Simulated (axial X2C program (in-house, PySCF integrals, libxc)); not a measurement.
# Which molecule has these constants?

Computed with an in-house all-electron X2C program for linear molecules (integrals from PySCF), spin-free (one-electron X2C) or two-component (2c: spin–orbit coupling with atomic mean-field Coulomb and Gaunt terms, which also bring small scalar terms), in Dyall basis sets with cores contracted in-house; open shells are unrestricted.

A two-component PBE0 calculation in a Dyall 3-zeta basis gave Re = 1.598 Å, ωe = 1163.9 cm⁻¹, De = 4.60 eV, dipole magnitude 3.13 D, Ω = 0.

Which molecule is it?
A. AsC
B. LiAs
C. AsN
D. AsF
E. BAs

C. The others have LiAs 2.414 Å and 438.8 cm⁻¹ (Ω = 1); BAs 1.841 Å and 819.9 cm⁻¹ (Ω = 2); AsF 1.742 Å and 684.3 cm⁻¹ (Ω = 1); AsC 1.661 Å and 1065.0 cm⁻¹ (Ω = 1/2).

Each entry is the lowest single determinant of a limited PBE0 search at one distance. De goes to single-determinant-based atoms at the same level (for ions the charge split of lowest energy) and is withheld (n/a) where an atom does not fit its ground term or J level. Main or longest-lived isotopes. One determinant is a doubtful description, or other states lie close, for LiAs, BAs, AsF, AsC; these need not be ground states, and all values refer to the states named. Some open-shell Ω = 0 determinants are out of reach, so the Ω given for LiAs, BAs, AsF need not be the lowest component. With several unpaired electrons the Ω given is that of one determinant, not necessarily of the lowest component. Some light 2c atoms are not at their ground J level, so De misses part of their lowering (0.04 eV or less). The functionals have no current term, which raises determinants with orbital currents.
